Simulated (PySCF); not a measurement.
sesquifulvalene (C12H10), SMILES C1=CC=CC(=C2C=CC=C2)C=C1.

The structure is a stationary point at PBE-D3(BJ)/def2-SVP.

Method: PBE/def2-SVP (PySCF).

Symmetry labels are those of the subgroup C2v that the program uses (full group C2v).

Computed valence orbital energies around the gap with their symmetry:
| orbital | symmetry | energy (eV) |
|---|---|---|
| HOMO−7 | B1 | -8.54 |
| HOMO−6 | B2 | -8.44 |
| HOMO−5 | A1 | -8.30 |
| HOMO−4 | B2 | -8.00 |
| HOMO−3 | A2 | -7.53 |
| HOMO−2 | B1 | -7.38 |
| HOMO−1 | B1 | -4.87 |
| HOMO | A2 | -4.67 |
| LUMO | A2 | -3.17 |
| LUMO+1 | B1 | -2.78 |
| LUMO+2 | B1 | 0.41 |
| LUMO+3 | A1 | 0.42 |
